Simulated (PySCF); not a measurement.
**Scalar relativity in K (potassium, neutral)**

[Ar] 4s1, 2S determinant; UHF calculated with PySCF 2.14 in dyall-av3z (25s18p5d2f, 118 functions), once non-relativistic with a point nucleus and once with spin-free X2C-1e and a Gaussian nucleus.

```tsv
shell	ε non-rel. (eV)	ε X2C (eV)	rms r non-rel. (bohr, spins averaged)	rms r X2C (bohr, spins averaged)	change of radius (%)
1s α	-3633.6	-3650.0	0.09441	0.09371	-0.74
1s β	-3633.6	-3650.0	0.09441	0.09371	-0.74
2s α	-394.32	-397.35	0.4202	0.4178	-0.59
2s β	-394.26	-397.29	0.4202	0.4178	-0.59
2p α	-313.46	-313.60	0.3883	0.3875	-0.21
2p β	-313.45	-313.58	0.3883	0.3875	-0.21
3s α	-47.652	-47.984	1.372	1.366	-0.44
3s β	-47.517	-47.849	1.372	1.366	-0.44
3p α	-25.991	-25.958	1.562	1.562	-0.06
3p β	-25.946	-25.912	1.562	1.562	-0.06
4s α	-4.018	-4.033	5.612	5.592	-0.36
```

The total energy goes from -599.1648 to -601.4644 hartree.

Ionisation energy, K [Ar] 4s1 (2S) → K⁺ [Ar] (1S) (eV):

| method | non-relativistic | spin-free X2C | shift |
| --- | --- | --- | --- |
| UHF | 4.008 | 4.023 | 0.015 |
| LDA | 4.531 | 4.551 | 0.019 |
| PBE | 4.448 | 4.465 | 0.017 |
| PBE0 | 4.375 | 4.392 | 0.017 |
| r2SCAN | 4.247 | 4.263 | 0.017 |

Relativity contracts and stabilises s shells directly. The contracted s shells screen the nucleus better, so for spin-averaged p shells the direct and indirect effects partly cancel.
